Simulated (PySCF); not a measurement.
Pd(PH3)4 (singlet state).
Bonds: Pd1–P2, Pd1–P6, Pd1–P10, Pd1–P14. Hydrogens: H3, H4, H5 on P2; H7, H8, H9 on P6; H11, H12, H13 on P10; H15, H16, H17 on P14.

A GFN2-xTB structure was refined with PBE0-D3(BJ)/def2-SVP geometry optimisation, gas phase, def2 core potentials past Kr in PySCF 2.14.0. Its GFN2-xTB values:

```
coordinate  GFN2-xTB
    Pd1–P2   2.386 Å
   Pd1–P10   2.488 Å
     P2–H3   1.361 Å
 P2–Pd1–P6    112.3°
```

Problem. How do these coordinates change at the PBE0-D3(BJ)/def2-SVP level?

Solution. 
```csv
coordinate,PBE0-D3(BJ)/def2-SVP (Å or °),change
Pd1–P10,2.342,-0.146
P2–H3,1.428,+0.067
Pd1–P2,2.345,-0.041
P2–Pd1–P6,109.0,-3.3
```

The energy falls by 0.620 eV over 7 energy and gradient evaluations, the largest force component goes from 0.0633 to 3.3e-04 Eh/bohr, and the atoms move by 0.084 Å rms after alignment. The bond that changes most is Pd1–P10 (ends: palladium bonded to 4 P; phosphorus bonded to Pd and 3 H), which shortens by 0.146 Å. Bonds longer at the end by more than 0.005 Å: 8 of 16; shorter: 5.

The run used 163 basis functions and 51 SCF cycles in all. The run took 2.3 min on one thread, Intel Xeon Platinum 8259CL at 2.50 GHz (x86_64), on a shared host, and the process peaked at 0.71 GiB of memory.

No PBE0-D3(BJ)/def2-SVP frequencies stand behind this structure, so it isn't proved a minimum.
